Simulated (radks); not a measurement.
Values are calculated unless marked as measured or tabulated.
Spherical quantum dot in the effective-mass picture: electrons in a well V = -V0 / (1 + exp((r - R)/a)) with V0 = 11.4, R = 3.87, a = 0.17, with a point charge +2 (a donor) at the centre, all in effective atomic units (hartree* = m*/eps^2 hartree, bohr* = eps/m* bohr), one dielectric constant everywhere. Level of theory: non-relativistic Kohn-Sham, PBEsol, spin-polarised, spherical densities (a radial shooting solver with Libxc functionals). Levels are named by radial order and angular momentum (1s, 1p, 1d, 2s, ...), and open shells are averaged over m. Results are scaled to m* = 0.162 and eps = 9.7, for which hartree* = 46.85 meV and bohr* = 3.169 nm.

N = 21, configuration 1s2 1p6 1d10 2s2 1f(up 1, down 0). This is the lowest configuration that the search found. Occupied and some empty levels:

level,occupation,eigenvalue (meV),<r> (nm)
1s up,1,-232.02,6.333
1s down,1,-231.70,6.254
1p up,3,-218.94,8.473
1p down,3,-218.38,8.462
2s up,1,-209.84,5.134
2s down,1,-209.58,5.202
1d up,5,-204.28,8.856
1d down,5,-203.68,8.850
1f up,1,-184.85,9.146
1f down,0,-184.21,9.143
1g up,0,-160.98,9.390
1g down,0,-160.33,9.388
2p up,0,-154.00,6.373
2p down,0,-153.76,6.372
2d up,0,-120.07,7.257
2d down,0,-119.75,7.254

Energy (meV): total -7890.23, kinetic 892.09, external -11964, Hartree 3595.7, exchange-correlation -413.74.
